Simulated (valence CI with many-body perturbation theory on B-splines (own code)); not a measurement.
Results of a calculation; reference values are marked as such.
**Sb⁴⁵⁺: what the settings do**

Method: valence CI with perturbative core correlation (CI+MBPT): four valence electrons over a frozen Dirac-Fock core [He], a basis of 6 s, 6 p, 5 d, 3 f, 1 g functions for each j, with the one-electron correlation potential Σ1 (screened to all orders), the two-electron term Σ2, the three-electron term Σ3, Breit, model QED; selected single and double excitations, second order for the rest, scaled by the run's own slope (own B-spline code, finite nucleus).

The last digits are not significant, and no measured levels were compared; by estimate large intervals hold to a few tenths of a per cent, small ones and those within an open d or f shell to about a per cent.

The reference run has the lowest level (2s^2 2p1/2^2) J=0 and an ionisation energy of 7888.00 eV. Its largest variational space holds 10000 state functions.

Levels are named by their leading jj configuration (3d3/2^4 stands for four electrons in 3d with j = 3/2), which in mixed levels can hold well under half, so a name can repeat and another be missing. Letters in brackets count levels of one name in rising energy.

Changed runs:
A. three-electron term on → off
B. highest l in the core sums 6 → 4; QED terms on → off
C. selection threshold (hartree) 2e-08 → 2e-07
D. closed core [He] → [He] 2s1 (bad on purpose)

Excitation energies of the reference run in cm⁻¹, and shifts in cm⁻¹:

```csv
Level,Reference,A,B,C
(2s^2 2p1/2 2p3/2) J=1,2063280,-108,-4297,+0.1
(2s^2 2p1/2 2p3/2) J=2,2184040,+106,-4307,0
(2s 2p1/2^2 2p3/2) J=2,3439410,+129,+34960,0
(2s 2p1/2^2 2p3/2) J=1,3902510,+724,+35209,+0.1
(2s^2 2p3/2^2) J=2,4339400,+92,-7909,0
(2s^2 2p3/2^2) J=0,4641970,+487,-7639,0
(2s 2p1/2 2p3/2^2) J=2 [a],5396110,+67,+30972,0
(2s 2p1/2 2p3/2^2) J=3,5660300,+328,+30971,+0.1
(2s 2p1/2 2p3/2^2) J=0,5935420,+506,+31003,+0.1
(2s 2p1/2 2p3/2^2) J=1 [a],6044430,+778,+31137,+0.1
(2s 2p1/2 2p3/2^2) J=2 [b],6126580,+885,+31175,0
(2s 2p1/2 2p3/2^2) J=1 [b],6157250,+869,+31218,+0.1
Ionisation energy (eV),7888.00,+0.09,-0.24,0
```

Run D: It gave no result: the perturbation theory needs a core of closed shells. The program said: "the core must hold closed shells only".
